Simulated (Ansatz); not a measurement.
Mulliken charges of ClFH2O2Ti (`[OH][Ti]([OH])([F])[Cl]`) from r2SCAN/def2-TZVPP in Ansatz (PBE0-D4/def2-TZVP geometry).

```csv
atom,x (Å),y (Å),z (Å),charge (e)
O1,-1.154,0.254,0.861,-0.469
Ti2,0.052,0.023,-0.408,1.125
O3,1.465,-0.807,0.269,-0.456
F4,-0.621,-0.931,-1.716,-0.359
Cl5,0.644,1.997,-1.201,-0.270
H6,-2.097,0.361,0.986,0.215
H7,1.772,-0.965,1.164,0.214
```

Task: By hand: the dipole of these point charges (1 e Å = 4.8032 D).

Result: Σ q r = (-0.091, -0.059, 0.416) e Å, of length 0.430 e Å = 2.07 D.

Task: How does the dipole of the full density compare? (Estimate.)

Result: Computed: (-0.234, -0.164, 0.607) e Å, 3.22 D; the point charges give 0.64 times that, at 11° from its direction.

Point charges leave out the atoms' own dipoles, such as those of lone pairs, and Mulliken's split depends on the basis, so the two needn't agree.
